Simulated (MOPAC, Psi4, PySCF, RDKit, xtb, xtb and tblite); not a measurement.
Two geometries of SMILES c1ccc(Cc2ccsc2)cc1 (C₁₁H₁₀S), relaxed at GFN2-xTB with one dihedral held; other torsions can differ between them too.

Structure A

```
22

C     -3.1545    -0.4864     0.9386
C     -2.1492    -1.4324     1.0306
C     -0.9325    -1.2163     0.4061
C     -0.7061    -0.0526    -0.3143
C      0.6064     0.1919    -1.0137
C      0.3819     0.3599    -2.4862
C     -0.1789    -0.6564    -3.3059
C     -0.3141    -0.2755    -4.5983
S      0.2350     1.3339    -4.8584
C      0.6482     1.4878    -3.1947
C     -1.7216     0.8923    -0.4015
C     -2.9374     0.6779     0.2203
H     -4.1045    -0.6551     1.4240
H     -2.3117    -2.3429     1.5891
H     -0.1517    -1.9606     0.4810
H      1.0768     1.0942    -0.6150
H      1.2797    -0.6512    -0.8402
H     -0.4676    -1.6222    -2.9311
H     -0.7033    -0.8367    -5.4241
H      1.0709     2.4082    -2.8430
H     -1.5534     1.7996    -0.9645
H     -3.7188     1.4201     0.1446
```

Structure B

```
22

C      3.2018    -0.0976     1.0448
C      2.4059    -1.2267     1.1095
C      1.1868    -1.2618     0.4530
C      0.7478    -0.1676    -0.2775
C     -0.5759    -0.1531    -1.0087
C     -1.3622    -1.4174    -0.8729
C     -2.1351    -1.7458     0.2741
C     -2.7477    -2.9495     0.1706
S     -2.4036    -3.7225    -1.3275
C     -1.4188    -2.3979    -1.8125
C      1.5551     0.9636    -0.3367
C      2.7719     1.0001     0.3174
H      4.1521    -0.0713     1.5573
H      2.7330    -2.0878     1.6739
H      0.5773    -2.1514     0.5107
H     -0.3835     0.0408    -2.0680
H     -1.1719     0.6808    -0.6246
H     -2.2182    -1.1028     1.1324
H     -3.3855    -3.4385     0.8796
H     -0.9382    -2.4245    -2.7704
H      1.2230     1.8229    -0.9029
H      3.3868     1.8866     0.2604
```

### Question
Which is lower in energy at the level Psi4 with B3LYP-D3(BJ)/def2-SVP // GFN2-xTB, and by how much?

### Answer
A is lower, by 1.70 kJ/mol (dihedral C3–C4–C5–C6: 120° in A, 0° in B).

E(B) − E(A) in kJ/mol at the other levels, on the same two geometries: GFN2-xTB (xtb and tblite) 3.75; MMFF94 // GFN2-xTB (RDKit) 12.51; B3LYP/def2-SVP // GFN2-xTB (Psi4) 1.73; PBE/def2-SVP // GFN2-xTB (Psi4) 1.01; PBE-D3(BJ)/def2-SVP // GFN2-xTB (Psi4) 1.08; UFF // GFN2-xTB (RDKit) 12.15; PM3, restricted, heats of formation // GFN2-xTB (MOPAC) 1.58; PM7, restricted, heats of formation // GFN2-xTB (MOPAC) 2.59; GFN1-xTB // GFN2-xTB (xtb) 2.86; restricted B3LYP/6-31G*, spherical d, density fitting // GFN2-xTB (PySCF) 2.91; restricted Hartree-Fock/STO-3G // GFN2-xTB (PySCF) 3.64.
